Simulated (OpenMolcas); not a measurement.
## Co6+, Rh6+, Ir6+: d³ down the group

```
Program             : OpenMolcas 26.06
Method              : CASSCF
Basis               : ANO-RCC-VQZP
Scalar Hamiltonian  : DKH2, point nucleus
Spin-orbit coupling : RASSI with atomic mean-field integrals over the reference wave functions, term energies averaged over their components
```

Active space for each ion: 3 electrons in 10 orbitals (d d).

Computed levels in cm-1 above ⁴F_3/2:

```tsv
Level	Co6+	Rh6+	Ir6+
⁴F_5/2	725	1753	7517
⁴F_7/2	1698	3886	13711
⁴F_9/2	2882	6215	17907
⁴P_1/2	25279	18128	21685
²G_7/2	25993	20340	28487
⁴P_5/2	26463	20865	30992
²G_9/2	26934	21438	45515
²P_3/2	34298	31825	50897
²P_1/2	34326	26506	37257
weight of ⁴F in the lowest level (%)	100	98	84
```

Mixed levels, with the weight of the term that names them: Co6+ ²P_3/2 (70 %), Rh6+ ²G_9/2 (69 %), Rh6+ ²P_3/2 (52 %), Ir6+ ⁴F_9/2 (60 %), Ir6+ ⁴P_1/2 (74 %), Ir6+ ²G_9/2 (58 %), Ir6+ ²P_3/2 (58 %), Ir6+ ²P_1/2 (74 %).

Measured, with the error of the calculation in %. Measured levels: Co6+ from Sugar and Corliss, J. Phys. Chem. Ref. Data 10, 1097 (1981).

| Level | Co6+ |
| --- | --- |
| ⁴F_5/2 | 698 (+3.9) |
| ⁴F_7/2 | 1610 (+5.5) |
| ⁴F_9/2 | 2723 (+5.9) |
| ⁴P_1/2 | 21096 (+19.8) |
| ⁴P_5/2 | 22187 (+19.3) |

The fine-structure level ⁴F_9/2 changes by a factor of 6.21 from Co6+ to Ir6+.

Without spin-orbit coupling ⁴P lies 24371, 16194, 14639 cm-1 above ⁴F in that order; the difference to the level ⁴P_1/2, of either sign, comes from spin-orbit coupling, which also lowers the zero.

Without dynamic correlation excited terms often stand tens of per cent too high (terms of higher spin than the ground term too low), and those without a measured partner can miss by more than the paired ones. Active for correlation alone: 4d; no level in the range computed is led by a configuration that fills it, so any true level of that kind is missing (holds for Co6+). Active for correlation alone: 5d; no level in the range computed is led by a configuration that fills it, so any true level of that kind is missing (holds for Rh6+). Active for correlation alone: 6d; no level in the range computed is led by a configuration that fills it, so any true level of that kind is missing (holds for Ir6+). Computed and measured levels are paired by configuration, term and J; levels that our copy of the source lacks, or whose pairing is in doubt (as where it misses far off the trend of its configuration), stay unpaired and out of the deviations. Only configurations of the active space appear.
